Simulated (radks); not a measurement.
All-electron atom: neutral europium in [Xe] 4f7 6s2. Calculated with a radial shooting solver on a logarithmic mesh with Libxc functionals: scalar-relativistic Kohn-Sham, PBE, spin-polarised, spherical densities, finite nucleus; open shells are filled with parallel spins first (spin-orbit coupling, left out, can overturn this in heavy ions); Fermi nuclear charge, rms radius 5.1115 fm; hard spherical wall at 2.5 bohr. Some entries of the table are withheld. Estimate them.

| orbital | occ. | eigenvalue (eV) | <r> (bohr) | r(max) (bohr) |
|---|---|---|---|---|
| 1s down | 1 | -48316.83 | 0.02232 | 0.01420 |
| 1s up | 1 | -48316.83 | 0.02232 | 0.01420 |
| 2s up | 1 | -7897.946 | 0.09512 | 0.08056 |
| 2s down | 1 | -7897.918 | 0.09512 | 0.08056 |
| 2p up | 3 | -7032.357 | 0.08390 | 0.06513 |
| 2p down | 3 | -7032.342 | 0.08390 | 0.06513 |
| 3s up | 1 | -1706.056 | 0.2497 | 0.2289 |
| 3s down | 1 | -1703.893 | 0.2495 | 0.2288 |
| 3p up | 3 | -1436.640 | 0.2482 | 0.2245 |
| 3p down | 3 | -1434.488 | 0.2480 | 0.2244 |
| 3d up | 5 | -1075.994 | 0.2262 | 0.1839 |
| 3d down | 5 | -1074.344 | 0.2259 | 0.1838 |
| 4s up | 1 | -309.1614 | 0.5678 | 0.5280 |
| 4s down | 1 | -303.7588 | 0.5676 | 0.5278 |
| 4p up | 3 | -220.8573 | 0.6023 | 0.5515 |
| 4p down | 3 | -215.4573 | 0.6022 | 0.5511 |
| 4d up | 5 | -98.0301 | 0.6619 | 0.5755 |
| 4d down | 5 | -92.6599 | 0.6628 | 0.5749 |
| 5s up | 1 | -13.9289 | 1.314 | 1.251 |
| 5s down | 1 | -10.7383 | 1.326 | 1.263 |
| 5p up | 3 | 9.1926 | 1.406 | 1.389 |
| 5p down | 3 | 11.9179 | 1.417 | 1.404 |
| 4f up | 7 | 32.3643 | 0.9016 | 0.6061 |
| 4f down | 0 | 37.1326 | 0.9233 | 0.6088 |
| 5d up | 0 | 44.0051 | 1.510 | 1.588 |
| 5d down | 0 | 46.2145 | 1.520 | 1.602 |
| 6s up | 1 | 91.7622 | 1.533 | (1) |
| 6s down | 1 | 94.2142 | 1.529 | (2) |
| 6p up | 0 | 115.9367 | 1.504 | 1.974 |
| 6p down | 0 | 118.5070 | 1.500 | 1.978 |
| 7s up | 0 | 258.1320 | 1.470 | 2.146 |
| 7s down | 0 | 260.8933 | 1.468 | 2.147 |

Answer. 
(1) 6s up r(max) (bohr): 1.933
(2) 6s down r(max) (bohr): 1.937
